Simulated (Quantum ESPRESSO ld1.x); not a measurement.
Problem. The silver ion Ag28+, configuration [Ar] 3d1. All-electron calculation, scalar-relativistic Kohn-Sham, LDA (Slater exchange, Perdew-Zunger correlation), spin-unpolarised, spherical densities, point nucleus. Program: ld1.x of Quantum ESPRESSO 7.5. Some entries of the table are withheld. Estimate them.

| orbital | occ. | eigenvalue (hartree) | <r> (bohr) | <r^2> (bohr^2) |
|---|---|---|---|---|
| 1s | 2 | -978.165 | 0.03114 | 0.001311 |
| 2s | 2 | -184.565 | 0.1340 | 0.02112 |
| 2p | 6 | -170.833 | 0.1167 | 0.01658 |
| 3s | 2 | -65.2550 | 0.3374 | (1) |
| 3p | 6 | -60.8348 | (2) | 0.1250 |
| 3d | 1 | -54.8395 | 0.2941 | 0.1003 |
| 4s | 0 | -32.5515 | 0.6545 | 0.4813 |
| 4p | 0 | -30.7882 | (3) | 0.4899 |

Solution. 
(1) 3s <r^2> (bohr^2): 0.1296
(2) 3p <r> (bohr): 0.3292
(3) 4p <r> (bohr): 0.6580
